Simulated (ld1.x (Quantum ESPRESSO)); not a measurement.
**niobium (Nb): one change to a PAW potential, before and after**

- Element: niobium
- Generator: ld1.x (Quantum ESPRESSO) 7.5
- Type: PAW
- Functional: LDA (PZ)
- Relativity: scalar-relativistic
- Frozen core: [Kr]
- Valence charge: 5
- Reference configuration: 4d3 5s0 5p0 (charge +2)
- Partial waves: 5s (bound, empty): rcut 2.25, rcutus 3.10 bohr; 5s channel at -0.85 Ry: rcut 2.25, rcutus 3.10 bohr; 5p (bound, empty): rcut 3.25, rcutus 3.65 bohr; 5p channel at 1.25 Ry: rcut 3.25, rcutus 3.65 bohr; 4d (bound): rcut 1.65, rcutus 1.75 bohr; 4d channel at -0.6 Ry: rcut 1.65, rcutus 1.75 bohr
- Local potential: all-electron potential smoothed inside 3.45 bohr (lloc = -1)
- Core correction: Bessel-smoothed model core inside 1.15 bohr
- Augmentation charge: PSQ, radius 1.90 bohr

Change: wave 5p channel at 1.25 Ry: rcut 3.25, rcutus 3.65 bohr becomes 5p channel at -0.72 Ry: rcut 3.25, rcutus 3.65 bohr.

Cutoffs: the cutoffs (Ry, on a coarse ladder) from which the occupation-weighted sum of valence levels, in a spherical-Bessel basis at the reference potential, stays within 10 and 1 mRy of its value at 400 Ry; they do not see the model core or the augmentation charge, which bear on the density cutoff. Errors are all-electron minus pseudo energies relative to the spin-unpolarised reference configuration.

**Question.** How do hardness, ghosts and transferability respond?

**Answer.** The potential gets neither clearly harder nor softer (30 Ry and 40 Ry → 30 Ry and 40 Ry); of the 9 tests that both files solve, the error grows in 1 and shrinks in 0 by more than 15 % and 0.3 meV (median size 61.5 → 64.5 meV); the range in which the p phases agree narrows (upper end 3.1 → 0.9); neither file shows a bound ghost.

```csv
quantity,base,changed
"cutoff, loose",30 Ry,30 Ry
"cutoff, tight",40 Ry,40 Ry
bound ghosts,none,none
"error for 4d4 5s1 5p0, meV [ΔE -21.19 eV]",-68,-68
"error for 4d4 5s0 5p0, meV [ΔE -14.28 eV]",-81,-81
"error for 4d2 5s0 5p0, meV [ΔE 24.93 eV]",-202,-202
"error for 4d3 5s1 5p0, meV [ΔE -13.98 eV]",-3.7,-3.7
"error for 4d3 5s1 5p1, meV [ΔE -18.37 eV]",-2.0,-3.9
"error for 4d3 5s2 5p0, meV [ΔE -21.75 eV]",-8.2,-8.2
"error for 4d4 5s0 5p1, meV [ΔE -18.14 eV]",-61,-65
"error for 4d3 5s0 5p0 (spin-polarised), meV [ΔE -1.39 eV]",-7.3,-7.3
"error for 4d4 5s1 5p0 (spin-polarised), meV [ΔE -23.80 eV]",-71,-71
s: phases at 3.93 bohr within 0.05 rad from the reference energy up to (Ry; the scan ends near 5),0.6,0.6
p: phases at 3.93 bohr within 0.05 rad from the reference energy up to (Ry; the scan ends near 5),3.1,0.9
d: phases at 3.93 bohr within 0.05 rad from the reference energy up to (Ry; the scan ends near 5),2.5,2.5
lowest overlap eigenvalue by channel,"s 0.38, p 0.72, d 0.99","s 0.38, p 0.56, d 0.99"
```
